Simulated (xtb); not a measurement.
boroxine (H3B3O3), singlet, geometry from GFN2-xTB; GFN2-xTB run with xtb 6.7.1.

Input for xtb:
```
$ xtb coord --gfn 2 --json

# file coord
$coord
     -1.1837704215       2.2355521281       0.4648917507  b
     -2.5312567934       0.0469795174       0.4340831488  o
     -1.3507900667      -2.1885113080      -0.0302420620  b
      1.1822274223      -2.2326381705      -0.4642857911  o
      2.5345605071      -0.0470408390      -0.4346496887  b
      1.3490293711       2.1856586530       0.0302026423  o
     -2.2012805465       4.1571214230       0.8644895520  h
     -2.5118619483      -4.0696466432      -0.0562366432  h
      4.7131424948      -0.0874747798      -0.8082529277  h
$end
```

What the program printed (banner, timings and long lists left out):

```
   ID    Z sym.   atoms
    1    5 b      1, 3, 5
    2    8 o      2, 4, 6
    3    1 h      7-9

           -------------------------------------------------
          |                Calculation Setup                |
           -------------------------------------------------

           -------------------------------------------------
          |                 G F N 2 - x T B                 |
           -------------------------------------------------

          ...................................................
          :                      SETUP                      :
          :.................................................:
          :  # basis functions                  27          :
          :  # atomic orbitals                  27          :
          :  # shells                           15          :
          :  # electrons                        30          :
          :  max. iterations                   250          :
          :  Hamiltonian                  GFN2-xTB          :
          :  restarted?                      false          :
          :  GBSA solvation                  false          :
          :  PC potential                    false          :
          :  electronic temp.          300.0000000     K    :
          :  accuracy                    1.0000000          :
          :  -> integral cutoff          0.2500000E+02      :
          :  -> integral neglect         0.1000000E-07      :
          :  -> SCF convergence          0.1000000E-05 Eh   :
          :  -> wf. convergence          0.1000000E-03 e    :
          :  Broyden damping             0.4000000          :
          :  net charge                          0          :
          :  unpaired electrons                  0          :
          ...................................................

 iter      E             dE          RMSdq      gap      omega  full diag
   1    -17.4938381 -0.174938E+02  0.125E+01    7.04       0.0  T
   2    -17.8054561 -0.311618E+00  0.753E+00    5.17       1.0  T
   3    -17.8166316 -0.111755E-01  0.306E+00    5.64       1.0  T
   4    -17.8183180 -0.168639E-02  0.719E-01    5.56       1.0  T
   5    -17.8175684  0.749604E-03  0.714E-01    5.85       1.0  T
   6    -17.8214581 -0.388967E-02  0.151E-01    5.66       1.0  T
   7    -17.8216378 -0.179789E-03  0.278E-02    5.68       1.2  T
   8    -17.8216386 -0.728865E-06  0.129E-02    5.69       2.6  T
   9    -17.8216396 -0.974832E-06  0.603E-03    5.69       5.5  T
  10    -17.8216399 -0.349510E-06  0.177E-04    5.69     188.3  T
  11    -17.8216399 -0.195755E-10  0.612E-05    5.69     544.3  T

   *** convergence criteria satisfied after 11 iterations ***

         :::::::::::::::::::::::::::::::::::::::::::::::::::::
         ::                     SUMMARY                     ::
         :::::::::::::::::::::::::::::::::::::::::::::::::::::
         :: total energy             -17.707117156368 Eh    ::
         :: gradient norm              0.000012259870 Eh/a0 ::
         :: HOMO-LUMO gap              5.686925006259 eV    ::
         ::.................................................::
         :: SCC energy               -17.821638207111 Eh    ::
         :: -> isotropic ES            0.127188947653 Eh    ::
         :: -> anisotropic ES          0.003552947954 Eh    ::
         :: -> anisotropic XC         -0.002978724830 Eh    ::
         :: -> dispersion             -0.004519141070 Eh    ::
         :: repulsion energy           0.114521050743 Eh    ::
         :: add. restraining           0.000000000000 Eh    ::
         :: total charge               0.000000000000 e     ::
         :::::::::::::::::::::::::::::::::::::::::::::::::::::

           -------------------------------------------------
          |                Property Printout                |
           -------------------------------------------------

    * Orbital Energies and Occupations

         #    Occupation            Energy/Eh            Energy/eV
[...]
        10        2.0000           -0.5029399             -13.6857
        11        2.0000           -0.4932246             -13.4213
        12        2.0000           -0.4932246             -13.4213
        13        2.0000           -0.4881297             -13.2827
        14        2.0000           -0.4356629             -11.8550
        15        2.0000           -0.4356629             -11.8550 (HOMO)
        16                         -0.2266722              -6.1681 (LUMO)
        17                         -0.2266722              -6.1681
        18                         -0.1165968              -3.1728
        19                          0.1855200               5.0483
        20                          0.2191129               5.9624
        21                          0.2191129               5.9624
        22                          0.4077558              11.0956
        23                          0.4077558              11.0956
        24                          0.4455512              12.1241
        25                          0.4740491              12.8995
        26                          0.4740491              12.8995
        27                          0.5967778              16.2392
      -------------------------------------------------------------
                  HL-Gap            0.2089906 Eh            5.6869 eV
             Fermi-level           -0.3311676 Eh           -9.0115 eV

     #   Z          covCN         q      C6AA      α(0)
     1   5 b        2.628     0.434    15.662     6.688
     2   8 o        1.575    -0.366    20.259     6.074
     3   5 b        2.628     0.434    15.662     6.688
     4   8 o        1.575    -0.366    20.259     6.074
     5   5 b        2.628     0.434    15.662     6.688
     6   8 o        1.575    -0.366    20.259     6.074
     7   1 h        0.939    -0.068     4.555     3.337
     8   1 h        0.939    -0.068     4.555     3.337
     9   1 h        0.939    -0.068     4.555     3.337

 Mol. C6AA /au·bohr⁶  :        997.326797
 Mol. C8AA /au·bohr⁸  :      24607.530000
 Mol. α(0) /au        :         48.294520

Wiberg/Mayer (AO) data.
largest (>0.10) Wiberg bond orders for each atom

 ---------------------------------------------------------------------------
     #   Z sym  total        # sym  WBO       # sym  WBO       # sym  WBO
 ---------------------------------------------------------------------------
     1   5 b    3.315 --     2 o    1.141     6 o    1.141     7 h    0.951
     2   8 o    2.399 --     1 b    1.141     3 b    1.141
     3   5 b    3.315 --     4 o    1.141     2 o    1.141     8 h    0.951
     4   8 o    2.399 --     3 b    1.141     5 b    1.141
     5   5 b    3.315 --     6 o    1.141     4 o    1.141     9 h    0.951
     6   8 o    2.399 --     5 b    1.141     1 b    1.141
     7   1 h    0.995 --     1 b    0.951
     8   1 h    0.995 --     3 b    0.951
     9   1 h    0.995 --     5 b    0.951
 ---------------------------------------------------------------------------

Topologies differ in total number of bonds
Writing topology from bond orders to xtbtopo.mol

molecular dipole:
                 x           y           z       tot (Debye)
 q only:        0.000      -0.000      -0.000
   full:        0.000      -0.000       0.000       0.000
molecular quadrupole (traceless):
                xx          xy          yy          xz          yz          zz
 q only:       -0.756      -0.047      -0.790       0.401      -0.280       1.546
  q+dip:       -1.674      -0.105      -1.751       0.889      -0.621       3.425
   full:       -2.906      -0.182      -3.039       1.543      -1.078       5.945

           -------------------------------------------------
          | TOTAL ENERGY              -17.707117156368 Eh   |
          | GRADIENT NORM               0.000012259870 Eh/α |
          | HOMO-LUMO GAP               5.686925006259 eV   |
           -------------------------------------------------

normal termination of xtb
```
